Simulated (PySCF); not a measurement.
C3H3, charge -1, singlet, geometry from GFN2-xTB (in this run its highest filled SCF level lies above zero, so its values depend strongly on the basis, on diffuse functions most of all); DF-SVWN5/STO-3G (PySCF).

Input for PySCF:
```python
from pyscf import gto, scf, dft

mol = gto.M(
    atom='''
C     0.001792   -0.000830    0.348052
C     0.008117   -0.003758    1.576479
C    -0.005887    0.002725   -1.143303
H     0.039631    1.028479   -1.560260
H     0.855571   -0.549931   -1.568224
H    -0.919337   -0.467375   -1.558888
''',
    basis='sto-3g',
    charge=-1,
    spin=0,
    verbose=5,
)

mf = dft.RKS(mol)
mf.xc = 'lda,vwn'
mf = mf.density_fit(auxbasis='def2-universal-jkfit')
mf.kernel()
```

Task: What does PySCF print? Leave out banner, timings and long lists.

Result: 
```
PySCF version 2.14.0

[INPUT] verbose = 5
[INPUT] max_memory = 4000
[INPUT] num. atoms = 6
[INPUT] num. electrons = 22
[INPUT] charge = -1
[INPUT] spin (= nelec alpha-beta = 2S) = 0
[INPUT] symmetry False subgroup None
[INPUT] Mole.unit = angstrom
[INPUT] Symbol           X                Y                Z      unit          X                Y                Z       unit  Magmom
[INPUT]  1 C      0.001792000000  -0.000830000000   0.348052000000 AA    0.003386389215  -0.001568472683   0.657722957107 Bohr   0.0
[INPUT]  2 C      0.008117000000  -0.003758000000   1.576479000000 AA    0.015338906953  -0.007101590776   2.979113551128 Bohr   0.0
[INPUT]  3 C     -0.005887000000   0.002725000000  -1.143303000000 AA   -0.011124817695   0.005149503689  -2.160529547394 Bohr   0.0
[INPUT]  4 H      0.039631000000   1.028479000000  -1.560260000000 AA    0.074891736043   1.943543634867  -2.948464083114 Bohr   0.0
[INPUT]  5 H      0.855571000000  -0.549931000000  -1.568224000000 AA    1.616794870120  -1.039218977408  -2.963513861970 Bohr   0.0
[INPUT]  6 H     -0.919337000000  -0.467375000000  -1.558888000000 AA   -1.737295146179  -0.883210747469  -2.945871378871 Bohr   0.0
[INPUT] ---------------- BASIS SET ----------------
[INPUT] l, kappa, [nprim/nctr], expnt,             c_1 c_2 ...
[INPUT] H
[INPUT] 0    0    [3    /1   ]  3.42525091        0.15432897
                                0.62391373        0.53532814
                                0.1688554         0.44463454
[INPUT] C
[INPUT] 0    0    [3    /1   ]  71.616837         0.15432897
                                13.045096         0.53532814
                                3.5305122         0.44463454
[INPUT] 0    0    [3    /1   ]  2.9412494         -0.09996723
                                0.6834831         0.39951283
                                0.2222899         0.70011547
[INPUT] 1    0    [3    /1   ]  2.9412494         0.15591627
                                0.6834831         0.60768372
                                0.2222899         0.39195739

nuclear repulsion = 52.0511052581307
number of shells = 12
number of NR pGTOs = 54
number of NR cGTOs = 18
basis = sto-3g
ecp = {}

******** <class 'pyscf.df.df_jk.DFRKS'> ********
method = DFRKS
initial guess = minao
damping factor = 0
level_shift factor = 0
DIIS = <class 'pyscf.scf.diis.CDIIS'>
diis_start_cycle = 1
diis_space = 8
diis_damp = 0
SCF conv_tol = 1e-09
SCF conv_tol_grad = None
SCF max_cycles = 50
direct_scf = False
XC library pyscf.dft.libxc version 7.1.2
    S. Lehtola, C. Steigemann, M. J. T. Oliveira, and M. A. L. Marques,  SoftwareX 7, 1–5 (2018)
XC functionals = lda,vwn
    P. A. M. Dirac,  Math. Proc. Cambridge Philos. Soc. 26, 376 (1930)
    F. Bloch,  Z. Phys. 57, 545 (1929)
    S. H. Vosko, L. Wilk, and M. Nusair,  Can. J. Phys. 58, 1200 (1980)
radial grids:
    Treutler-Ahlrichs [JCP 102, 346 (1995); DOI:10.1063/1.469408] (M4) radial grids

becke partition: Becke, JCP 88, 2547 (1988); DOI:10.1063/1.454033
pruning grids: <function nwchem_prune>
grids dens level: 3
symmetrized grids: False
atomic radii adjust function: <function treutler_atomic_radii_adjust>
small_rho_cutoff = 0
Set gradient conv threshold to 3.16228e-05
Initial guess from minao.
atom C rad-grids = 75, ang-grids = [ 50  50  50  50  50  50  50  50  50  50  50  50  50  50  50  50  50  50
  50  50  50  50  86  86  86  86  86  86  86  86  86  86 266 266 266 266
 266 266 302 302 302 302 302 302 302 302 302 302 302 302 302 302 302 302
 302 302 302 302 266 266 266 266 266 266 266 266 266 266 266 266 266 266
 266 266 266]
atom H rad-grids = 50, ang-grids = [ 50  50  50  50  50  50  50  50  50  50  50  50  50  50  50  86  86  86
  86 266 266 266 266 266 302 302 302 302 302 302 302 302 302 302 302 302
 302 266 266 266 266 266 266 266 266 266 266 266 266 266]
tot_boxes 1848, boxes in each direction [10  9 12]
Padding 6 grids
tot grids = 71784
nelec by numeric integration = 20.862395804435085
num shells = 93, num cGTOs = 279
E1 = -255.8760617420304  E2 = 90.2510378611328  Ecoul = 106.47005081473428  Exc = -16.21901295360147
init E= -113.573918622767
cond(S) = 15.2278053817634
  HOMO = -0.244459600560422  LUMO = 0.063287157876634  gap/eV = 8.37422
  mo_energy =
[-9.64457234 -9.61289147 -9.58683101 -0.72172387 -0.65186654 -0.43310883
 -0.39003019 -0.3900297  -0.24663538 -0.24663537 -0.2444596   0.06328716
  0.06328722  0.25134511  0.3474726   0.347473    0.37711872  0.81785211]
nelec by numeric integration = 21.999999580971508
E1 = -264.7087792574972  E2 = 99.39672957124696  Ecoul = 116.17767237574598  Exc = -16.780942804499016
cycle= 1 E= -113.26094442812  delta_E= 0.313  |g|= 0.383  |ddm|= 3.34
  HOMO = 0.397994885694773  LUMO = 0.546585726366693  gap/eV = 4.04336
  mo_energy =
[-9.37351286 -9.125502   -8.7779479  -0.41828284 -0.17693788 -0.14660149
 -0.14660097 -0.0373462   0.25068362  0.25068369  0.39799489  0.54658573
  0.54658604  0.58852063  0.66145654  0.67654919  0.67654931  1.40650572]
nelec by numeric integration = 21.999999862026314
E1 = -264.4021646015596  E2 = 99.2636193202036  Ecoul = 116.02550177898314  Exc = -16.761882458779535
cycle= 2 E= -113.087440023225  delta_E= 0.174  |g|= 0.822  |ddm|= 1.82
  HOMO = 0.291087616057285  LUMO = 0.536054277712029  gap/eV = 6.66588
  mo_energy =
[-9.33286092 -9.02125907 -8.97913992 -0.36949493 -0.16732938 -0.0986474
 -0.09864687 -0.03147959  0.24730467  0.24730471  0.29108762  0.53605428
  0.53605445  0.63290133  0.67227932  0.67227959  0.69968042  1.37322478]
nelec by numeric integration = 21.999999414992896
E1 = -263.61889542542895  E2 = 98.25031102959879  Ecoul = 114.9632182274397  Exc = -16.712907197840902
cycle= 3 E= -113.317479137699  delta_E= -0.23  |g|= 0.203  |ddm|= 1.27
  HOMO = 0.267026026924979  LUMO = 0.515370639087728  gap/eV = 6.75780
  mo_energy =
[-9.37026832 -9.09696504 -9.00976333 -0.37617522 -0.20057435 -0.0977418
 -0.09774126 -0.06016679  0.21380242  0.21380246  0.26702603  0.51537064
  0.51537077  0.63664324  0.65650856  0.65650886  0.66405137  1.33107129]
nelec by numeric integration = 21.999999491710724
E1 = -264.1142205813061  E2 = 98.73438417132547  Ecoul = 115.4692092020693  Exc = -16.734825030743824
cycle= 4 E= -113.32873115185  delta_E= -0.0113  |g|= 0.034  |ddm|= 0.221
  HOMO = 0.267653115014058  LUMO = 0.515639360948873  gap/eV = 6.74805
  mo_energy =
[-9.3583007  -9.10278058 -9.00815082 -0.37347722 -0.20012583 -0.09548007
 -0.09547954 -0.05880828  0.21326452  0.21326456  0.26765312  0.51563936
  0.51563949  0.63955487  0.65851652  0.65851684  0.66508136  1.33071349]
nelec by numeric integration = 21.999999501792942
E1 = -264.0814881261165  E2 = 98.70138918616246  Ecoul = 115.43318639954262  Exc = -16.73179721338016
cycle= 5 E= -113.328993681823  delta_E= -0.000263  |g|= 0.0154  |ddm|= 0.0364
  HOMO = 0.269416771909908  LUMO = 0.516070497697386  gap/eV = 6.71179
  mo_energy =
[-9.36454698 -9.10096421 -9.00517428 -0.37589526 -0.19898459 -0.09783264
 -0.09783211 -0.0598079   0.21454925  0.21454929  0.26941677  0.5160705
  0.51607063  0.63708823  0.65687633  0.65687664  0.66389821  1.33232877]
nelec by numeric integration = 21.999999504269443
E1 = -264.1035829616617  E2 = 98.72341031769142  Ecoul = 115.4564698180678  Exc = -16.733059500376392
cycle= 6 E= -113.32906738584  delta_E= -7.37e-05  |g|= 0.00167  |ddm|= 0.0193
  HOMO = 0.269543088527173  LUMO = 0.516049361296619  gap/eV = 6.70778
  mo_energy =
[-9.36457125 -9.10129499 -9.00505821 -0.37595273 -0.1990965  -0.09787573
 -0.0978752  -0.05987513  0.21446554  0.21446558  0.26954309  0.51604936
  0.51604949  0.63701005  0.65683031  0.65683061  0.6638326   1.33223537]
nelec by numeric integration = 21.99999950477789
E1 = -264.1051227482636  E2 = 98.72494934779232  Ecoul = 115.4580545371102  Exc = -16.733105189317886
cycle= 7 E= -113.329068142341  delta_E= -7.57e-07  |g|= 0.000171  |ddm|= 0.0017
  HOMO = 0.269551121900428  LUMO = 0.516050112935057  gap/eV = 6.70758
  mo_energy =
[-9.36457659 -9.10131526 -9.00503493 -0.37595851 -0.19909466 -0.09788043
 -0.0978799  -0.05988201  0.21446459  0.21446463  0.26955112  0.51605011
  0.51605024  0.63701146  0.65682602  0.65682633  0.66382125  1.33223611]
nelec by numeric integration = 21.99999950485167
E1 = -264.1053109672077  E2 = 98.7251375584869  Ecoul = 115.45824827013251  Exc = -16.733110711645608
cycle= 8 E= -113.32906815059  delta_E= -8.25e-09  |g|= 1.43e-06  |ddm|= 0.000172
  HOMO = 0.26955142179643  LUMO = 0.516050317798214  gap/eV = 6.70758
  mo_energy =
[-9.36457662 -9.10131509 -9.00503443 -0.37595871 -0.19909435 -0.09788059
 -0.09788006 -0.05988192  0.2144649   0.21446494  0.26955142  0.51605032
  0.51605045  0.63701104  0.65682604  0.65682635  0.66382143  1.33223652]
nelec by numeric integration = 21.999999504851996
E1 = -264.1053112627077  E2 = 98.72513785398634  Ecoul = 115.45824857857126  Exc = -16.73311072458492
cycle= 9 E= -113.329068150591  delta_E= -5.68e-13  |g|= 1.51e-07  |ddm|= 2.44e-06
  HOMO = 0.269551402819321  LUMO = 0.516050315265022  gap/eV = 6.70758
  mo_energy =
[-9.3645766  -9.101315   -9.00503451 -0.37595868 -0.19909434 -0.09788058
 -0.09788004 -0.05988191  0.21446491  0.21446495  0.2695514   0.51605032
  0.51605045  0.63701106  0.65682606  0.65682637  0.66382146  1.33223653]
nelec by numeric integration = 21.999999504851743
E1 = -264.1053106442256  E2 = 98.72513723550423  Ecoul = 115.4582479429049  Exc = -16.73311070740067
Extra cycle  E= -113.329068150591  delta_E=    0  |g|= 4.9e-07  |ddm|= 6.24e-07
converged SCF energy = -113.329068150591
```
